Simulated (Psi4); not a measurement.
C6H14, charge -1, doublet, at the geometry of the source list (a state made from the parent by changing its charge; the spin is typed, not shown lowest) (a gas-phase anion, which may not be bound at this level). Base run: CCSD(T)/STO-3G (Psi4 1.11).

Here is a job for Psi4.
```
memory 2 GB

molecule {
-1 2
C     2.83340000    0.85030000   -0.34240000
C     1.82880000    0.00110000    0.42560000
C     0.44440000    0.03160000   -0.21760000
C    -0.56010000   -0.81700000    0.55810000
C    -1.93330000   -0.90240000   -0.10840000
C    -2.66640000    0.43210000   -0.15860000
H     2.93620000    0.49080000   -1.36410000
H     2.50950000    1.88830000   -0.37790000
H     3.81090000    0.81330000    0.13320000
H     2.18440000   -1.03130000    0.46810000
H     1.75560000    0.36640000    1.45290000
H     0.09860000    1.06580000   -0.26140000
H     0.51550000   -0.34040000   -1.24290000
H    -0.67420000   -0.40920000    1.56570000
H    -0.15880000   -1.82930000    0.65710000
H    -1.81730000   -1.29070000   -1.12340000
H    -2.54310000   -1.61770000    0.44960000
H    -2.74670000    0.86090000    0.83800000
H    -3.67090000    0.29620000   -0.55390000
H    -2.14660000    1.14120000   -0.79750000
}

set {
  basis sto-3g
  reference uhf
}

energy('ccsd(t)')
print_variables()
```

The base run was repeated with changes; each row names its change, and settings that it needs were set with it.

| change | ΔE vs base (mEh) | MP2 correlation (Eh) | basis functions | core-seconds (rough) | outcome |
|---|---|---|---|---|---|
| base | 0.000 | -0.32525 | 44 | 50 | converged |
| method = mp3 | 34.927 | -0.32519 | 44 | 8 | converged |
| method = ccsd | ? | -0.32525 | 44 | 30 | converged |
| freeze_core = on | 2.692 | -0.32229 | 44 | 30 | converged |
| method = scs-mp2 | ? | -0.32525 | 44 | 6 | converged |
| cc_type = df | - | - | - | - | input refused |
| method = lccd | -0.132 | -0.32525 | 44 | 10 | converged |
| puream = off | 0.000 | -0.32525 | 44 | 60 | converged |
| method = omp2 | 100.7 | -0.32519 | 44 | 20 | converged |
| method = mp2.5 | 69.618 | -0.32519 | 44 | 8 | converged |

Complete the blanks.


- method = ccsd, ΔE vs base (mEh): 4.895
- method = scs-mp2, ΔE vs base (mEh): 75.756

Open shells are given as the SCF converged; they aren't shown to be the lowest states, and a large step between rows can be another state.

A gas-phase anion may not be bound at this level; its values then depend on the basis.

- cc_type = df: ended with `psi4.driver.p4util.exceptions.MissingMethodError: Method=ccsd(t) is not available for any derivative level under conditions CC_TYPE=DF, REFERENCE=UHF, FREEZE_CORE=FALSE, QC_MODULE=(auto). See https://psicode.org/psi4manual/master/introduction.html#ss-ccsd-prt-`
